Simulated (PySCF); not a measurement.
# Spinor energies of As⁺ (arsenic, charge +1)

Start: [Ar] 3d10 4s2 4p1 4d1; 4p3/2 filled at m_j = +3/2; 4d5/2 filled at m_j = +5/2. Calculated with PySCF 2.14 in x2c-SVPall-2c with one added diffuse shell each of s, p, d type (6s7p4d, 47 functions): generalised Hartree-Fock with the X2C-1e Hamiltonian and a Gaussian nucleus; one run each with spin-orbit coupling (SO) switched off, then screened by Boettger's factors. This is a chosen level, not necessarily the ground level.

```csv
spinor shell,electrons,"ε, spin-free (eV)","ε, screened SO (eV)",weight of nominal j (screened SO),"rms radius, screened SO (bohr)"
1s1/2,2,-11954.4,-11954.3,1.000,0.0525
2s1/2,2,-1585.4,-1585.4,1.000,0.219
2p1/2,2,-1387.4,-1412.5,1.000,0.194
2p3/2,4,-1387.4,-1375.3,1.000,0.197
3s1/2,2,-239.12,-239.16,1.000,0.640
3p1/2,2,-175.38,-179.02,0.999,0.661
3p3/2,4,-175.38,-173.68,1.000,0.670
3d3/2,4,-70.290,-70.778,0.969,0.745
3d5/2,6,-70.290,-70.046,0.979,0.749
4s1/2,2,-29.957,-29.983,0.999,2.00
4p3/2,1,-21.203,-21.091,1.000,2.49
4d5/2,1,-7.458,-7.465,1.000,3.91
```

```tsv
quantity	spin-free	screened SO
E (hartree)	-2257.87553	-2257.94783
M_J	4	4
⟨J²⟩	20.016	20.016
⟨L²⟩	12.012	12.014
⟨S²⟩	2.004	2.006
```

Each row is a mean over spinors that exchange with the open shell spreads, by up to 2.910 eV (4s1/2).

Without spin-orbit coupling the j labels of p, d and f shells carry no meaning; the spin-free column gives the mean over the occupied spinors of each nl shell.
